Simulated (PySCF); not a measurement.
Task: Give a PBE0-D3(BJ)/def2-SVP geometry of InChI=1S/C2H12GeOSi2/c1-2-4-3-6-5/h2-3,6H2,1,5H3.

Result: 
```
atom  x, y, z in Å
C1    -2.3865    1.3803   -0.4280
C2    -2.0337   -0.0771   -0.2378
O3    -0.6358   -0.2149   -0.2437
Ge4    0.1464   -1.8238   -0.0789
Si5    2.4244   -1.1307   -0.1290
Si6    2.3103    1.1804   -0.5155
H7    -3.4778    1.5243   -0.4271
H8    -1.9519    1.9872    0.3803
H9    -1.9847    1.7488   -1.3837
H10   -2.4938   -0.6842   -1.0444
H11   -2.4610   -0.4479    0.7166
H12   -0.3395   -2.4706    1.2394
H13   -0.3111   -2.7086   -1.2623
H14    3.1680   -1.8402   -1.2166
H15    3.0945   -1.4338    1.1744
H16    3.6965    1.7392   -0.6134
H17    1.5992    1.4458   -1.8000
H18    1.6070    1.8482    0.6179
```

Any rigid rotation of these coordinates is as good. Atoms count from 1 in this order. Si5 (SiH2 silicon) is distorted tetrahedral (angles from 104.1° to 111.8°). Si6 (SiH3 silicon) is tetrahedral (angles from 108.6° to 110.5°). Ge4 (germanium bonded to O, Si and 2 H) is distorted tetrahedral (angles from 98.9° to 116.1°). O3 (oxygen bonded to C and Ge) is bent (angle 121.4°).

Bonds between heavy atoms (Å): C1–C2 1.512, C2–O3 1.405, O3–Ge4 1.797, Ge4–Si5 2.382, Si5–Si6 2.346.

Method: PBE0-D3(BJ)/def2-SVP geometry optimisation, gas phase in PySCF.

Point group: near Cs, missed by 0.23 Å at most; the miss may be what the optimiser left on a soft mode. No frequency check. One conformer, not necessarily the lowest (C1–C2–O3–Ge4 -179°, C2–O3–Ge4–Si5 -179°, O3–Ge4–Si5–Si6 -4°).
